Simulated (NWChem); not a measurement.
ZnSiH$_{4}$; SMILES [SiH3][ZnH]

Question: Give the equilibrium geometry at PBE-D3(BJ)/def2-SVP (NWChem) as an XYZ file, with the point group.

Answer: point group C3v; any orientation.
```
6

Zn    -0.0021    -0.8245    -0.0001
H     -0.0037    -2.3858    -0.0001
Si    -0.0001     1.5488     0.0000
H      1.3849     2.1205    -0.1890
H     -0.5285     2.1213     1.2937
H     -0.8559     2.1215    -1.1047
```
